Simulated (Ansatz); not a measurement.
Ansatz results at the PBE0-D4/def2-TZVP geometry: HOMO energy (ωB97M-V/def2-TZVPP) -12.02 eV; HOMO energy (PBE/def2-TZVPP) -7.95 eV; HOMO–LUMO gap (ωB97M-V/def2-TZVPP) 14.18 eV.

Each molecule was computed in one conformer, which needn't be the lowest.

Question: Which molecule gave them?
A. `F[Si](F)(Cl)O[SiH3]`
B. `CO[SiH](I)OC`
C. `C[SiH2]C#N`
D. `O[SiH](O)F`

Answer: D. The others give `F[Si](F)(Cl)O[SiH3]`: -11.84, -8.09, 13.24; `CO[SiH](I)OC`: -9.78, -6.47, 11.78; `C[SiH2]C#N`: -11.80, -8.21, 13.13.
